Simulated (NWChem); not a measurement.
C₂H₆OSi; SMILES O=CC[SiH3]

```xyz
10

O     -0.4214     2.1386    -0.2073
C      0.2020     1.3037     0.3924
C      0.8217     0.0920    -0.2270
Si    -0.2463    -1.4665     0.0014
H      0.3364     1.3803     1.5048
H      1.7967    -0.1213     0.2425
H      0.9556     0.2576    -1.3076
H     -1.5486    -1.3022    -0.7061
H     -0.5001    -1.6990     1.4554
H      0.4900    -2.6371    -0.5601
```
Atoms are numbered in this order, from 1.

Computed with NWChem. Pople sets run with spherical d functions. Coordinates come from a PBE0/def2-SVP optimisation. Level: B3LYP/6-31G* with SMD (1 M gas to 1 M solution), gas-phase geometry. Reactions with the solvent are ignored.

```
solvent          dielectric constant  solvation free energy (kcal/mol)  cavity-dispersion-structure term (kcal/mol)  dipole in solution (D)
---------------  -------------------  --------------------------------  -------------------------------------------  ----------------------
water                           78.4                              -1.9                                          4.2                    3.55
dichloromethane                 8.93                              -4.2                                         -0.5                    3.13
cyclohexanone                   15.6                              -4.2                                         -0.7                    3.11
ethyl acetate                   5.99                              -4.3                                         -1.3                    3.03
```
